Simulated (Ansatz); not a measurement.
A set of 12 reactions (hydrolysis), with CCSD(T)/CBS values in kJ/mol:

```tsv
reaction	ΔE
`CO[SiH]([SiH3])Cl` + H₂O → `O[SiH]([SiH3])Cl` + CH₃OH	8.4
`C[NH][SnH]([Cl])[Cl]` + H₂O → `[OH][SnH]([Cl])[Cl]` + CH₃NH₂	-14.3
`[OH][GeH]([SH])[CH2]F` + H₂O → `[OH][GeH]([OH])[CH2]F` + H₂S	15.7
`C[CH](C)[Mg][Cl]` + H₂O → `C[CH](C)[Mg][OH]` + HCl	84.6
`C[SiH2]C[SiH2]F` + H₂O → `C[SiH2]C[SiH2]O` + H–F	47.6
`[CH3][AlH][SiH2][SbH2]` + H₂O → `[OH][SbH2]` + `[CH3][AlH][SiH3]`	72.7
`ClC[SiH2]Cl` + H₂O → `O[SiH2]CCl` + HCl	7.0
`C[O][SnH2][SeH]` + H₂O → `C[O][SnH2][OH]` + H₂Se	67.8
`C=C[O][AlH][F]` + H₂O → `C=C[O][AlH][OH]` + H–F	44.7
`C[SiH2][CH2][GeH3]` + H₂O → `O[SiH2][CH2][GeH3]` + CH₄	-94.3
`C[O][SnH2][SeH]` + H₂O → `[OH][SnH2][SeH]` + CH₃OH	3.6
`C[SiH](F)[GeH3]` + H₂O → `C[SiH](O)F` + GeH₄	-104.1
```

Gas-phase electronic energies from Ansatz, PBE0-D4/def2-TZVP geometries. CCSD(T)/CBS is the MP2 limit (def2-TZVPP, def2-QZVPP) plus CCSD(T) − MP2 in def2-TZVPP, frozen cores. This one scheme is used for every species. Functionals use def2-TZVPP. Elements past krypton have def2 core potentials. For Ge, Mg, Sb, Se, Sn outer-core shells are correlated without core-valence functions, which leaves a few kJ/mol of doubt a bond. Scalar relativity is left out up to krypton. One conformer a species, not always the lowest.

Give the mean, mean absolute and largest difference (level minus CCSD(T)/CBS, kJ/mol) for: r2SCAN-D4, PBE0-D4, ωB97X-V, ωB97M-V, B2PLYP, PBE, r2SCAN, CCSD/def2-TZVPP, CCSD(T)/def2-TZVPP, HF/def2-QZVPP, SCS-MP2/def2-QZVPP, HF/CBS(def2), MP2/CBS(def2), CCSD/CBS(def2). (An estimate is asked.)

Ansatz gave: 
```tsv
level	mean	mean absolute	largest
r2SCAN-D4	-2.6	3.4	-9.4
PBE0-D4	2.1	4.8	9.6
ωB97X-V	-5.0	5.6	-18.5
ωB97M-V	-3.5	4.0	-7.3
B2PLYP	-6.6	7.3	-19.7
PBE	-1.2	4.6	-11.6
r2SCAN	-3.5	4.4	-11.2
CCSD/def2-TZVPP	-4.6	4.6	-11.7
CCSD(T)/def2-TZVPP	-3.2	3.2	-6.9
HF/def2-QZVPP	-12.3	17.3	-51.0
SCS-MP2/def2-QZVPP	-3.9	4.2	-12.9
HF/CBS(def2)	-12.3	17.4	-51.4
MP2/CBS(def2)	1.8	3.1	9.2
CCSD/CBS(def2)	-1.4	2.0	-6.6
```

The largest T1 diagnostic in the set is 0.014, for `[OH][SbH2]` (customary mark 0.02).

CCSD(T)/CBS is a level of theory with its own doubt, and the functionals carry their triple-zeta basis error, so these figures describe this set and don't rank the functionals.
